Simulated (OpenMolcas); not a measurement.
Ru4+ (d4) among equal point charges was computed by CASSCF with the d shell active (OpenMolcas, ANO-RCC-VDZP on the metal). Its lowest spin-free states, and all those of the highest spin:

| 2S+1 | Degeneracy | E (cm-1) |
| --- | --- | --- |
| 5 | 1 | 0.0 |
| 5 | 2 | 6296 |
| 5 | 2 | 8717 |
| 3 | 2 | 20598 |
| 3 | 1 | 21012 |
| 3 | 1 | 21021 |
| 3 | 2 | 22993 |
| 3 | 1 | 23452 |
| 3 | 2 | 24604 |
| 3 | 2 | 25638 |
| 3 | 1 | 25781 |
| 3 | 1 | 26171 |

Q: Is the site octahedral, tetrahedral or cube-like, axial, or of lower symmetry?

A: The states with 2S+1 = 5 have orbital degeneracies 1, 2, 2. There are pairs but no triples, so the site is axial: not cubic, but with a proper or improper axis of order three or more. The run had Ru4+ among 5 point charges of -1 e arranged as a trigonal bipyramid (D3h), 2.02 Å from the ion, with the axial distance 1.778 Å.

Without dynamic correlation the repulsion within the d shell is too large (B by tens of per cent), so at a given field states of lower spin stand too high. Point charges give a weaker field than real ligands, and real ions of this kind are as a rule low spin; the high spin found here belongs to the model. Point charges carry no covalency, so the field is a model and not that of real ligands. No measured value stands beside these numbers.
